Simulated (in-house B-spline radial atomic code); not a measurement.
Br VI (Br5+): [Ar] 3d10 4s2

Computed with a B-spline radial code for spherical atoms: non-relativistic Hartree-Fock, average of configuration, point nucleus.

Z_r = [3n² - l(l+1)]/(2<r>); Z_e = n√(-2ε); the last column is Slater's effective charge.

```csv
shell,electrons,ε (eV),<r> (bohr),Z_r,Z_e,Slater
1s,2,-13408,0.04367,34.35,31.39,34.70
2s,2,-1845.6,0.1931,31.08,23.29,30.85
2p,6,-1664.8,0.1671,29.92,22.12,30.85
3s,2,-338.9,0.5576,24.21,14.97,23.75
3p,6,-273.41,0.5656,22.10,13.45,23.75
3d,10,-157.78,0.5775,18.18,10.22,13.85
4s,2,-84.269,1.513,15.86,9.95,9.35
```

The least bound orbital is 4s at -84.27 eV, and it is also the most diffuse (<r> = 1.513 bohr).

The density falls to 0.001 bohr⁻³ at 2.806 bohr; Σ<r²> = 12.466 bohr² gives, by the non-relativistic formula and without the paramagnetism of open shells, a Langevin diamagnetic susceptibility of -9.873×10⁻⁶ cm³/mol.
